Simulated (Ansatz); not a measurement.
F6Re, SMILES `[F][Re]([F])([F])([F])([F])[F]` radical. Total charge 0; spin multiplicity 2. Re: def2 effective core potential.

Cartesian coordinates in Å:
```
F -1.564 0.200 -0.928
Re 0.000 0.000 0.000
F -0.994 -0.134 1.530
F 0.994 0.134 -1.530
F 1.564 -0.200 0.928
F 0.080 1.823 0.142
F -0.080 -1.823 -0.142
```

(1) What are the harmonic wavenumbers in cm⁻¹ at PBE0-D4/def2-TZVP (Ansatz, finite differences of forces, unscaled)? (Estimate.)

(2) Is this a minimum?

(3) Give the ideal-gas thermochemistry at 298.15 K and 1 bar (rigid rotor, harmonic oscillator; point group D3d, symmetry number 6).

(4) And at 400, 500, 600, 800 and 1000 K?

Answers

(1) The calculation gave: 142, 159, 159, 212, 214, 267, 279, 279, 287, 431, 432, 722, 736, 736, 772.

(2) Yes, all 15 modes are real.

(3) Zero-point energy 34.9 kJ/mol; H(298) − E = 59.8 kJ/mol; entropy 375.8 J/(mol·K), of which translation 180.0, rotation 102.7, vibration 87.3, electronic 5.8; G(298) − E = -52.2 kJ/mol.

(4) 
| T (K) | H − E (kJ/mol) | S (J/mol/K) | G − E (kJ/mol) |
| --- | --- | --- | --- |
| 400 | 73.2 | 414.3 | -92.5 |
| 500 | 87.3 | 445.6 | -135.5 |
| 600 | 101.8 | 472.1 | -181.5 |
| 800 | 131.7 | 515.1 | -280.4 |
| 1000 | 162.3 | 549.2 | -386.9 |
